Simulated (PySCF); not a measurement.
# Structure from NMR data

The spectra below were simulated for a compound C₄H₁₄O₂Si₃.

1H NMR (600 MHz, computed): δ 4.76 (m, 1H), 4.06 (s, 3H), 3.75 (d, 3H), 1.40 (d, 3H), 1.16 (m, 1H), 1.01 (m, 3H).

13C{1H} NMR (computed): δ 189.6 (C), 22.5 (CH3), 21.2 (CH), 17.5 (CH3).

Equivalent nuclei averaged, non-relativistic, one computed conformer, gas phase. σ from GIAO-PBE0/pcSseg-1; GFN2-xTB geometry; PySCF 2.14.

Scale: 1H, 13C against TMS (reference shieldings calculated alike).

Problem. Which candidate is it?
A. O=C(O)CCC([SiH3])([SiH3])[SiH3]
B. C=C(C)[SiH2][Si@H](OC)O[SiH3]
C. CC(C)[Si@@H]([SiH3])OC(=O)[SiH3]

Solution. C. 

- The formula gives 1 degree of unsaturation (no ring in the answer).
- 4 carbon signals for 4 carbons: no two carbons are equivalent.
- Carbon types of the structure: 1 × C, 1 × CH, 2 × CH3, leaving 7 H on heteroatoms.
- δC 189.6: carbonyl carbon.
- δC 22.5, 17.5: methyl carbon; aliphatic region, no heteroatom directly attached.
- δC 21.2: sp3 CH bonded to Si.
- δH 4.06: hydrogen on a silicon bonded to C.
- δH 1.40, 1.01: hydrogen on a methyl carbon.

The others: O=C(O)CCC([SiH3])([SiH3])[SiH3] would give 3 signals for carbon-bound and other non-exchanging H, not 6; C=C(C)[SiH2][Si@H](OC)O[SiH3] would give 8 signals for carbon-bound and other non-exchanging H, not 6.

Shifts are as computed. Against solution values, carbons near 30 ppm lie about +3 ppm off and those near 130 ppm about +5 ppm. Of 1211 compounds with measured shifts, 218 miss one by over three times the rms of a fit or turn the order of signals round; such compounds aren't used in these exercises. No couplings were computed; multiplicities are counted from neighbouring protons, with m where these are inequivalent, close in shift, in a saturated or five-membered ring or joined by F or P, and br s for small geminal =CH2 splittings.
